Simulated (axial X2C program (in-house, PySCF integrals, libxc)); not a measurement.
## Worked dissociation energy of RbAs: PBE0, without spin–orbit coupling

Calculated with an in-house all-electron X2C program for linear molecules (integrals from PySCF). Spin-free means the one-electron spin-free X2C Hamiltonian. Basis: Rb dyall-cv3z [12s13p8d4f1g], As dyall-cv3z [9s9p6d4f1g] (cores contracted in-house); Gaussian nuclei, density fitting, unrestricted open shells. Masses: Rb 84.912 u, As 74.922 u.

Molecular state: M_S = 1, Λ = 0 (beyond evenly filled blocks: π+α, π-α).

- E(Rb) (2M_S = 1, M_L = 0): -2980.724201 hartree
- E(As) (2M_S = 3, M_L = 0): -2260.515142 hartree
- E(RbAs) at Re: -5241.284884 hartree
- ωe: 130.2 cm⁻¹
- ωexe: 0.402 cm⁻¹

Problem. Work out De and D0.

Solution. De = -2980.724201 + (-2260.515142) − (-5241.284884) = 0.04554 hartree = 1.239 eV. The zero-point energy is ωe/2 − ωexe/4 = 65 cm⁻¹ = 0.008 eV, so D0 = 1.231 eV.

One determinant describes the state; a PBE0 search over occupations chose it and may have missed a lower one. Dissociation energies refer to the lowest single-determinant-based atoms at the same level and basis. PBE0 can misorder states that lie within some tenths of an eV, so this need not be the ground state of the molecule. The nearest other spin-free determinant of the search, M_S = 1, Λ = 1, lies 0.49 eV up at the distance of the search.

Each atomic determinant is the lowest at this level and need not be a pure term. Totals compare only within one Hamiltonian and basis.
